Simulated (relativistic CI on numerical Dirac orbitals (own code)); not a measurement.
Crystal-field levels of Ag2+, 4d9

Calculated by Dirac-Coulomb-Breit CI, separate exchange-only KLI orbitals for each configuration, model QED (radiative potential, 1s self-energy scaled to tabulated hydrogen-like ionisation energies), valence Slater integrals scaled by 0.85, one configuration in a parametric crystal field (own radial code).

Field parameters in Wybourne normalisation: D4h B²₀ = −7Ds, B⁴₀ = 21(Dq − Dt), B⁴₄ = 21√(5/14) Dq. The field is a parameter set, without covalency.

S is read from ⟨S²⟩ = S(S + 1).

Levels (cm⁻¹, degeneracy): 0 (2), 6022 (2), 6993 (2), 10504 (2), 10758 (2).

Task: Which field gives this pattern?
A. D4h, 10Dq = 25500, Ds = 2150, Dt = 90 cm⁻¹
B. D4h, 10Dq = 8950, Ds = 860, Dt = 700 cm⁻¹
C. D4h, 10Dq = 35450, Ds = 2660, Dt = -470 cm⁻¹

Result: B. D4h, 10Dq = 8950, Ds = 860, Dt = 700 cm⁻¹, ground level with S = 0.50.
